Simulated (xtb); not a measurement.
BaCl (SMILES [Cl][Ba]), doublet, from a rough starting geometry (GFN-xTB shapes and energies of metal compounds can be far from the true ones) (the spin is typed, not shown lowest); GFN2-xTB (xtb 6.7.1).

Here is a job for xtb.
```
$ xtb mol.xyz --gfn 2 --uhf 1 --opt vtight --json

# file mol.xyz
2

Ba    -0.72337281    -0.73722231    -0.72407125
Cl     0.72361824     0.75363031     0.73386799
```

Problem. What does xtb print? Leave out banner, timings and long lists.

Solution. 
```
   ID    Z sym.   atoms
    1   56 Ba     1
    2   17 Cl     2

           -------------------------------------------------
          |                Calculation Setup                |
           -------------------------------------------------

           -------------------------------------------------
          |                 G F N 2 - x T B                 |
           -------------------------------------------------

          ...................................................
          :                      SETUP                      :
          :.................................................:
          :  # basis functions                  20          :
          :  # atomic orbitals                  18          :
          :  # shells                            6          :
          :  # electrons                         9          :
          :  max. iterations                   250          :
          :  Hamiltonian                  GFN2-xTB          :
          :  restarted?                      false          :
          :  GBSA solvation                  false          :
          :  PC potential                    false          :
          :  electronic temp.          300.0000000     K    :
          :  accuracy                    1.0000000          :
          :  -> integral cutoff          0.2500000E+02      :
          :  -> integral neglect         0.1000000E-07      :
          :  -> SCF convergence          0.1000000E-05 Eh   :
          :  -> wf. convergence          0.1000000E-03 e    :
          :  Broyden damping             0.4000000          :
          :  net charge                          0          :
          :  unpaired electrons                  1          :
          ...................................................

 iter      E             dE          RMSdq      gap      omega  full diag
   1     -4.4510136 -0.445101E+01  0.157E+01    1.03       0.0  T
   2     -5.0151702 -0.564157E+00  0.880E+00    4.35       1.0  T
   3     -5.0449836 -0.298133E-01  0.858E+00    4.12       1.0  T
   4     -5.0528242 -0.784062E-02  0.806E+00    4.04       1.0  T
   5     -5.0773365 -0.245123E-01  0.143E+00    3.75       1.0  T
   6     -5.0768668  0.469686E-03  0.124E+00    3.73       1.0  T
   7     -5.0773397 -0.472930E-03  0.227E-01    3.56       1.0  T
   8     -5.0773797 -0.399466E-04  0.185E-01    3.61       1.0  T
   9     -5.0774018 -0.221186E-04  0.155E-01    3.63       1.0  T
  10     -5.0774289 -0.271333E-04  0.704E-02    3.62       1.0  T
  11     -5.0774318 -0.287712E-05  0.470E-02    3.60       1.5  T
  12     -5.0774326 -0.808753E-06  0.151E-02    3.61       4.7  T
  13     -5.0774327 -0.482321E-07  0.435E-03    3.61      16.2  T
  14     -5.0774327 -0.231566E-07  0.173E-03    3.61      40.9  T
  15     -5.0774327 -0.425106E-08  0.235E-04    3.61     301.0  T
  16     -5.0774327 -0.270886E-10  0.696E-05    3.61    1015.8  T

   *** convergence criteria satisfied after 16 iterations ***

         :::::::::::::::::::::::::::::::::::::::::::::::::::::
         ::                     SUMMARY                     ::
         :::::::::::::::::::::::::::::::::::::::::::::::::::::
         :: total energy              -5.075023957462 Eh    ::
         :: gradient norm              0.002714861708 Eh/a0 ::
         :: HOMO-LUMO gap              3.609531480432 eV    ::
         ::.................................................::
         :: SCC energy                -5.077432694307 Eh    ::
         :: -> isotropic ES            0.045868603675 Eh    ::
         :: -> anisotropic ES          0.000974767841 Eh    ::
         :: -> anisotropic XC         -0.000349858674 Eh    ::
         :: -> dispersion             -0.001286122626 Eh    ::
         :: repulsion energy           0.002408736846 Eh    ::
         :: add. restraining           0.000000000000 Eh    ::
         :: total charge              -0.000000000000 e     ::
[...]
 * total energy  :    -5.0750240 Eh     change       -0.1625367E-12 Eh
 * total energy  :    -5.0749479 Eh     change        0.7607959E-04 Eh
 * total energy  :    -5.0750675 Eh     change       -0.1196407E-03 Eh
 * total energy  :    -5.0750679 Eh     change       -0.3828562E-06 Eh
 * total energy  :    -5.0750680 Eh     change       -0.5340907E-07 Eh
   *** GEOMETRY OPTIMIZATION CONVERGED AFTER 5 ITERATIONS ***
         :: total energy              -5.075067954875 Eh    ::
[...]
         :: -> anisotropic ES          0.000992304686 Eh    ::
         :: -> anisotropic XC         -0.000336679558 Eh    ::
         :: -> dispersion             -0.001286147785 Eh    ::
         :: repulsion energy           0.002842595861 Eh    ::
         :: add. restraining           0.000000000000 Eh    ::
         :: total charge              -0.000000000000 e     ::
         :::::::::::::::::::::::::::::::::::::::::::::::::::::

           -------------------------------------------------
          |                Property Printout                |
           -------------------------------------------------

    * Orbital Energies and Occupations

         #    Occupation            Energy/Eh            Energy/eV
      -------------------------------------------------------------
         1        2.0000           -0.9961327             -27.1061
         2        2.0000           -0.3960547             -10.7772
         3        2.0000           -0.3836812             -10.4405
         4        2.0000           -0.3836812             -10.4405
         5        1.0000           -0.3148043              -8.5663 (HOMO)
         6                         -0.1807539              -4.9186 (LUMO)
         7                         -0.1807539              -4.9186
         8                         -0.0851654              -2.3175
         9                         -0.0227442              -0.6189
        10                         -0.0227442              -0.6189
        11                          0.0232492               0.6326
        12                          0.0232492               0.6326
        13                          0.0941645               2.5623
        14                          0.0961063               2.6152
        15                          0.0961063               2.6152
        16                          0.0977489               2.6599
       ...                                ...                  ...
        18                          0.4786060              13.0235
      -------------------------------------------------------------
                  HL-Gap            0.1340504 Eh            3.6477 eV
             Fermi-level           -0.2985110 Eh           -8.1229 eV

     #   Z          covCN         q      C6AA      α(0)
     1  56 Ba       0.684     0.489  4101.297   291.357
     2  17 Cl       0.684    -0.489   114.841    16.389

 Mol. C6AA /au·bohr⁶  :       5158.995610
 Mol. C8AA /au·bohr⁸  :    1381207.655586
 Mol. α(0) /au        :        307.745890

Wiberg/Mayer (AO) data.
largest (>0.10) Wiberg bond orders for each atom

 ---------------------------------------------------------------------------
     #   Z sym  total        # sym  WBO       # sym  WBO       # sym  WBO
 ---------------------------------------------------------------------------
     1  56 Ba   0.908 --     2 Cl   0.908
     2  17 Cl   0.908 --     1 Ba   0.908
 ---------------------------------------------------------------------------

Topologies differ in total number of bonds
Writing topology from bond orders to xtbtopo.mol

molecular dipole:
                 x           y           z       tot (Debye)
 q only:       -1.324      -1.364      -1.334
   full:       -1.238      -1.276      -1.248       5.521
molecular quadrupole (traceless):
                xx          xy          yy          xz          yz          zz
 q only:        0.033      -0.031      -0.030      -0.019      -0.050      -0.003
  q+dip:        0.020       0.398      -0.013       0.400       0.384      -0.007
   full:        0.033      -0.112      -0.031      -0.099      -0.130      -0.002

optimized geometry written to: xtbopt.xyz

           -------------------------------------------------
          | TOTAL ENERGY               -5.075067954875 Eh   |
          | GRADIENT NORM               0.000000595133 Eh/α |
          | HOMO-LUMO GAP               3.647697713910 eV   |
           -------------------------------------------------
```
